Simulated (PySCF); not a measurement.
## Correlation energy of Co²⁺ (cobalt, charge +2)

[Ar] 3d6 4p1, one real determinant (an excited configuration). All numbers are calculated (PySCF 2.14, scalar relativity by spin-free X2C-1e, in x2c-TZVPPall). Frozen: [Ne]; 15 electrons correlated.

```json
{"level": "CCSD", "correlation energy (mhartree)": "-443.75"}
{"level": "(T)", "correlation energy (mhartree)": "-7.53"}
{"level": "CCSD(T)", "correlation energy (mhartree)": "-451.28"}
```

Diagnostics: T1 = 0.0071, D1 = 0.0256, largest double amplitude 0.052.

The real determinant used has ⟨L²⟩ near 8 against 12 for a pure F term, so it mixes terms.

Cost of the coupled-cluster step: of the order of 21 core-seconds, for 15 correlated electrons.

The reference is one real determinant that mixes LS terms of this configuration.

This basis was not built for core-valence correlation, so the inner-shell part is incomplete.
